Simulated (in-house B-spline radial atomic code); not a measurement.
A run on P⁻ that did not converge. Method: non-relativistic wB97X, spin-polarised, spherical fractional occupations, point nucleus; computed with an all-electron radial atomic-structure program (B-spline basis).

Command:
```bash
python run_scf.py task.json out
```
Settings:
```
Z                15
configuration    [Ne] 3s2 3p4
hamiltonian      nr
method           wb97x
spin_polarised   True
```

First and last ten iterations of the last attempt (damped for 15 steps, keeping 80 % of the old Fock matrix, then DIIS):
```
 iter        energy (Eh)    residual
    1        -340.021483    2.35e-01
    2        -340.793210    8.73e-02
    3        -341.002937    5.89e-02
    4        -341.110277    3.97e-02
    5        -341.165672    2.67e-02
    6        -341.194581    1.79e-02
    7        -341.226933    2.13e-02
    8        -341.204108    1.43e-02
    9        -341.233168    1.87e-02
   10        -341.208675    1.37e-02
  111        -341.259508    3.80e-03
  112        -341.259073    2.95e-03
  113        -341.259123    2.08e-03
  114        -341.256328    2.07e-03
  115        -341.255967    2.26e-03
  116        -341.255903    3.24e-03
  117        -341.253602    5.10e-03
  118        -341.257437    2.46e-03
  119        -341.258689    8.21e-04
  120        -341.258843    6.88e-04
 not converged after 120 iterations
```

The smallest residual met was 6.9e-04; the threshold is about 1e-07. No energy from this run should be used.